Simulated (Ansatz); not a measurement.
A geometry optimisation of ClFH4InNSi with B3LYP-D3(BJ)/def2-SVP

The starting geometry of this gas-phase singlet was optimised with GFN2-xTB.

| atom | x (Å) | y (Å) | z (Å) |
| --- | --- | --- | --- |
| Cl | 0.4056 | 0.3750 | 1.0797 |
| F | 2.8671 | -1.1854 | 0.4710 |
| In | 1.3622 | 0.2332 | -1.4295 |
| N | -1.2314 | -0.4872 | -1.7901 |
| Si | 1.2879 | -1.7822 | 0.5014 |
| H | -1.4592 | -0.2841 | -0.8212 |
| H | -1.9334 | -0.0401 | -2.3697 |
| H | 1.3608 | -2.1546 | 1.9288 |
| H | -1.3254 | -1.4908 | -1.9058 |

Q: Where would you expect an optimisation with B3LYP-D3(BJ)/def2-SVP to take it?

A: A bond breaks, giving a structure given below by its coordinates. Contacts that open: Cl1–In3 (2.69 → 3.63 Å).

The energy falls by 0.57 eV over 17 steps:

```csv
step,E − E(last) (eV)
1,0.570
3,0.345
5,0.254
6,0.123
8,0.025
10,0.003
12,0.000
13,0.000
15,0.000
17,0.000
```

Final geometry (Å):

```xyz
9

Cl    0.3042    0.3815    1.2347
F     2.9481   -1.0938    1.2181
In    1.3669   -0.0533   -2.2077
N    -1.1624   -0.5733   -1.6030
Si    1.5319   -1.2158    0.3902
H    -1.2182   -0.1928   -0.6516
H    -1.8567   -0.0931   -2.1774
H     0.8596   -2.4202    1.0094
H    -1.4393   -1.5555   -1.5481
```

Frequencies at the end are all real (lowest 11 cm⁻¹). Atoms past krypton carry core potentials, without spin–orbit terms. Run with Ansatz 0.2.0, 82 s on 2 threads of Intel(R) Xeon(R) Platinum 8375C CPU @ 2.90GHz (Ice Lake) (shared host).
